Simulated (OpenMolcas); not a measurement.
An atom or ion with 25 electrons was computed by SS-CASPT2, IPEA 0.25 Eh, imaginary shift 0.1 Eh with spin-orbit coupling (OpenMolcas, ANO-RCC-VQZP, DKH2). The lowest levels that the run gave, each within 12 % of the measured value where one is at hand:

| J | Parity | E (cm⁻¹) | g |
| --- | --- | --- | --- |
| 9/2 | even | 0.0 | 1.333 |
| 7/2 | even | 890 | 1.238 |
| 5/2 | even | 1538 | 1.029 |
| 3/2 | even | 1980 | 0.400 |
| 5/2 | even | 15190 | 1.600 |
| 3/2 | even | 15370 | 1.702 |
| 1/2 | even | 15860 | 2.608 |
| 9/2 | even | 16380 | 1.108 |
| 7/2 | even | 17230 | 0.889 |
| 3/2 | even | 19250 | 1.326 |
| 1/2 | even | 19950 | 0.728 |
| 5/2 | even | 22510 | 1.201 |

Problem. Which ion is it, and what are the configurations and terms?

Solution. Co2+ (Z = 27, charge +2; active space 7 electrons in 6 orbitals (3d 4s)). J, parity and g give the terms where levels are pure, and mixed ones are named by the computed weights; the size of the splittings, set against known spectra of the 25-electron sequence, gives the charge. In order, with the measured energies in cm⁻¹ (Sugar and Corliss, J. Phys. Chem. Ref. Data 10, 1097 (1981)): 3d⁷ ⁴F_9/2, 3d⁷ ⁴F_7/2 (841), 3d⁷ ⁴F_5/2 (1451), 3d⁷ ⁴F_3/2 (1867), 3d⁷ ⁴P_5/2 (15202), 3d⁷ ⁴P_3/2 (15428), 3d⁷ ⁴P_1/2 (15811), 3d⁷ ²G_9/2 (16978), 3d⁷ ²G_7/2 (17766), 3d⁷ ²P_3/2 (20195), 3d⁷ ²P_1/2, 3d⁷ ²D_5/2(1) (23059).

CASPT2 does not keep the components of a term degenerate, so their means are used; among the terms shown or strongly mixed into the levels shown the widest spread is 430 cm-1 (3d⁷ ⁴F). Terms from blocks run as CI alone lack orbitals of their own. Measured partners are found by configuration, term and J. A level has none where our copy of the source lacks it or the pairing is in doubt (some pairs that miss far off the trend of their configuration count as doubtful), and it then counts in no deviation. Levels of configurations outside the active space are missing.

A number in round brackets counts repeated terms of one configuration in the order of the reference energies.
